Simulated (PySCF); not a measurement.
# Correlation energy of As⁺ (arsenic, charge +1)

[Ar] 3d10 4s2 4p2, high-spin 3P determinant. Computed with PySCF 2.14 in aug-cc-pVQZ-DK (8s7p5d3f2g, 93 functions), with scalar relativity by spin-free X2C-1e. Frozen: [Ar] 3d10; 4 electrons correlated.

```
  level  correlation energy (mhartree)
   CCSD                         -71.34
    (T)                          -1.84
CCSD(T)                         -73.18
```

Diagnostics: T1 = 0.0076, D1 = 0.0196, largest double amplitude 0.090.

Cost of the coupled-cluster step: roughly 22 core-seconds, for 4 correlated electrons.

Iterations:

```
CC2 = 0
CCSD nocc = (np.int64(3), np.int64(1)), nmo = (79, 79)
frozen orbitals [[0, 1, 2, 3, 4, 5, 6, 7, 8, 9, 10, 11, 12, 13], [0, 1, 2, 3, 4, 5, 6, 7, 8, 9, 10, 11, 12, 13]]
max_cycle = 100
direct = 0
conv_tol = 1e-08
conv_tol_normt = 1e-06
diis_space = 8
diis_start_cycle = 0
Init t2, MP2 energy = -0.0575633875512331
Init E_corr(UCCSD) = -0.0575633875685186
cycle = 1  E_corr(UCCSD) = -0.0672229600058013  dE = -0.00965957244  norm(t1,t2) = 0.0407301
cycle = 2  E_corr(UCCSD) = -0.0698401826361562  dE = -0.00261722263  norm(t1,t2) = 0.0152224
cycle = 3  E_corr(UCCSD) = -0.0713546968632633  dE = -0.00151451423  norm(t1,t2) = 0.00673423
cycle = 4  E_corr(UCCSD) = -0.0713378607309425  dE = 1.68361323e-05  norm(t1,t2) = 0.00109212
cycle = 5  E_corr(UCCSD) = -0.0713442021853688  dE = -6.34145443e-06  norm(t1,t2) = 0.000140085
cycle = 6  E_corr(UCCSD) = -0.0713426777594127  dE = 1.52442596e-06  norm(t1,t2) = 2.4175e-05
cycle = 7  E_corr(UCCSD) = -0.0713431277493639  dE = -4.49989951e-07  norm(t1,t2) = 4.48326e-06
cycle = 8  E_corr(UCCSD) = -0.0713431327604992  dE = -5.01113526e-09  norm(t1,t2) = 8.88017e-07
UCCSD converged
E(UCCSD) = -2258.745498770211  E_corr = -0.07134313276049915
UCCSD(T) correction = -0.00184327302211063
```
